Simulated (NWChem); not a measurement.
CH₅GeN, singlet; SMILES [CH3][Ge][NH2]

Computed with NWChem. Low-valent species are run as closed-shell singlets; no triplet was tried in these runs. Each level has its own optimisation; frequencies are unscaled. One conformer.

| level | r C–Ge (Å) | r Ge–N (Å) | r C–H (Å) | r H–N (Å) | highest harmonic frequency (cm⁻¹) | lowest (cm⁻¹) | zero-point energy (kcal/mol) | dipole (D) |
|---|---|---|---|---|---|---|---|---|
| PBE/def2-SVP | 2.023 | 1.837 | 1.111 | 1.025 | 3567 | 43 | 37.1 | 1.71 |
| B3LYP/3-21G | 2.002 | 1.798 | 1.098 | 1.021 | 3551 | 42 | 39.2 | 2.16 |
| PBE0/def2-SVP | 2.002 | 1.816 | 1.103 | 1.016 | 3696 | 25 | 38.4 | 1.69 |
